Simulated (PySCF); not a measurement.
**Question.** Give a PBE0-D3(BJ)/def2-SVP geometry of InChI=1S/C2H9OPSi/c1-2-5(3)4/h3,5H,2,4H2,1H3/t5-/m0/s1.

**Answer.** 
```xyz
14
C2H9OPSi angstrom
C     -1.9896    0.0277    0.2397
C     -0.6239    0.7050    0.1496
Si     0.8087   -0.5054    0.2665
O      0.6993   -1.7082   -0.8898
P      2.7315    0.6594   -0.0466
H     -2.1250   -0.4759    1.2099
H     -2.8145    0.7477    0.1230
H     -2.1021   -0.7415   -0.5400
H     -0.5032    1.4618    0.9455
H     -0.5239    1.2584   -0.8016
H      0.7691   -1.2387    1.5642
H      0.7979   -1.4310   -1.8054
H      2.6046    1.3652    1.1898
H      3.5631   -0.3606    0.5066
```

Any rigid rotation of these coordinates is as good. Atoms count from 1 in this order. Si3 (oxygen-bound silicon) is distorted tetrahedral (angles from 104.3° to 113.3°). P5 (three-coordinate phosphorus) is pyramidal (angles 94.2°, 94.0° and 93.4°, sum 281.6°, 0.86 Å off the plane of its three neighbours).

Bonds between heavy atoms (Å): C1–C2 1.527, C2–Si3 1.879, Si3–O4 1.672, Si3–P5 2.270.

The calculation used PySCF 2.14.0, PBE0-D3(BJ)/def2-SVP geometry optimisation, gas phase.

Point group: C1 (no symmetry element, even within 0.4 Å). No PBE0-D3(BJ)/def2-SVP frequencies stand behind this structure, so it isn't proved a minimum. The numbers are those of one conformer (C1–C2–Si3–O4 56°, C2–Si3–O4–H 67°, C2–Si3–P5–H 68° and 163°).
